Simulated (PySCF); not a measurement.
C2H8AlNO.

```xyz
13

Al    -0.4286     0.6624     1.0906
H     -1.3223     0.7267     2.3860
O      0.0289    -0.8692     0.5097
C      0.6869    -1.4260    -0.5812
C     -0.0566    -1.1951    -1.8838
H      1.7164    -1.0236    -0.6706
H      0.7974    -2.5128    -0.4109
H     -0.1461    -0.1180    -2.1013
H      0.4631    -1.6707    -2.7302
H     -1.0733    -1.6135    -1.8245
N      0.0861     2.1437     0.2669
H     -0.1561     3.0793     0.5738
H      0.6772     2.1952    -0.5550
```

Geometry optimised at PBE0-D3(BJ)/def2-SVP. The structure was generated by enumeration; whether it is a known compound was not checked. Other conformers were not sampled.

All values below come from PBE/pcSseg-1 in PySCF. Non-relativistic, no solvent.

Computed absolute GIAO shielding of each atom: isotropic value and principal components (ppm):
| atom | σ(iso) | σ11 | σ22 | σ33 | span |
|---|---|---|---|---|---|
| Al1 | 413.9 | 375.0 | 408.8 | 458.0 | 83.0 |
| H2 | 27.2 | 23.4 | 24.8 | 33.3 | 9.9 |
| O3 | 249.9 | 189.2 | 262.9 | 297.8 | 108.6 |
| C4 | 115.2 | 85.6 | 99.5 | 160.4 | 74.8 |
| C5 | 155.8 | 133.8 | 154.9 | 178.7 | 44.8 |
| H6 | 26.9 | 22.4 | 26.6 | 31.8 | 9.4 |
| H7 | 27.1 | 21.9 | 26.8 | 32.5 | 10.6 |
| H8 | 30.0 | 26.5 | 29.9 | 33.7 | 7.2 |
| H9 | 30.1 | 26.7 | 27.1 | 36.5 | 9.8 |
| H10 | 29.8 | 27.3 | 27.7 | 34.5 | 7.1 |
| N11 | 228.0 | 194.0 | 222.6 | 267.4 | 73.3 |
| H12 | 30.4 | 25.1 | 25.9 | 40.2 | 15.1 |
| H13 | 30.6 | 24.3 | 27.3 | 40.1 | 15.7 |
